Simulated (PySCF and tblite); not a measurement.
Values are calculated unless marked as measured or tabulated.
Molecule: C4H9N3Si, numbered as in [CH3:1][C@@:2]1([C:3]#[N:4])[CH2:5][NH:6][Si@@H:7]1[NH2:8].

The mean out-of-plane torsion at N6 (0° is planar) is held and the rest relaxed at GFN2-xTB. Energies: PBE0/pcSseg-1 + D3(BJ). Programs: tblite and PySCF.

**Question.** Give the DFT energy and dipole along the out-of-plane angle.

**Answer.** 
```tsv
out-of-plane angle °	E kcal/mol	dipole D
-12	0.22	3.85
-10	0.12	3.78
-7	0.04	3.71
-4	0.01	3.63
0	0.00	3.56
3	0.10	3.50
7	0.18	3.41
10	0.27	3.35
12	0.46	3.27
```

**Question.** Where is the lowest sampled point, and what does the planar form cost?

**Answer.** At 0°; the point at 0° lies 0.00 kcal/mol above it, so the planar form is the minimum.
